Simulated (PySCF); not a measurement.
This script is equivalent to a calculation on Li⁺ (lithium, charge +1).

```python
from pyscf import gto, scf, dft, mp, cc
import basis_set_exchange as bse
mol = gto.M(atom="Li 0 0 0", charge=1, spin=0, symmetry="D2h",
            basis=gto.basis.parse(bse.get_basis("Sapporo-DZP-2012", elements=["Li"], fmt="nwchem", header=False)),
            nucmod="G")
mf = dft.UKS(mol, xc="M06L").sfx2c1e()
mf.irrep_nelec = {'Ag': (1, 1)}
mf.kernel()
```

Task: What total energy does it give?

Result: -7.300 hartree (calculated).

Task: Which occupied shell lies highest, and where?

Result: 1s, at -61.992 eV.
